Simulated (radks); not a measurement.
Results of a calculation; reference values are marked as such.
Q: Code: a radial shooting solver on a logarithmic mesh with Libxc functionals. Model: non-relativistic Kohn-Sham, LDA (Slater exchange, VWN5 correlation), spin-unpolarised, spherical densities, point nucleus. Response by self-consistent Sternheimer equations with the Hartree and adiabatic LDA kernel. Estimate the static dipole polarisabilities of Mg2+ ([Ne]) and P5+ ([Ne]) and the C6 coefficients of the three pairs.

A: alpha = 0.5135 and 0.1109 bohr^3; C6 = 0.6241 (Mg2+-Mg2+), 0.1918 (Mg2+-P5+), 0.06792 (P5+-P5+) hartree bohr^6.
